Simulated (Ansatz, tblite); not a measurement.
Cost and result up the ladder for HgBr2⁻ (the lowest doublet isomer of a short search) (3 atoms). The state is a doublet with charge -1. Geometry: r2SCAN-D4/def2-TZVPD.

Cartesian coordinates in Å:
```
Hg 0.628 0.144 0.183
Br 0.430 -2.391 -0.820
Br -1.058 2.247 0.636
```

Ansatz on 4 threads of Arm Neoverse V1 on a shared host; xTB runs through tblite on one thread. Times are rough, summed over both states, and most runs start from the orbitals of an earlier one. PBE0-D4/def2-TZVPD serves as the yardstick here, not as an exact answer. The other state is a singlet.

In the def2 sets Hg takes a core potential; there is no spin–orbit coupling. The xTB rows come from tblite. The structure comes from a short search, and lower isomers may exist.

Raw xTB energies of ions are shifted by several eV, and xTB has no spin-polarisation term.

```csv
level,functions,wall time,vertical IE (eV),difference from PBE0-D4/def2-TZVPD (eV)
GFN1-xTB,22,0.004 s,6.09,2.99
GFN2-xTB,22,0.004 s,7.56,4.46
PBE-D4/def2-TZVPD,160,4.8 s,2.99,-0.11
PBE0-D4/def2-TZVPD,160,7.8 s,3.10,0.00
r2SCAN-D4/def2-TZVPD (with forces),160,12 s,3.15,0.04
```
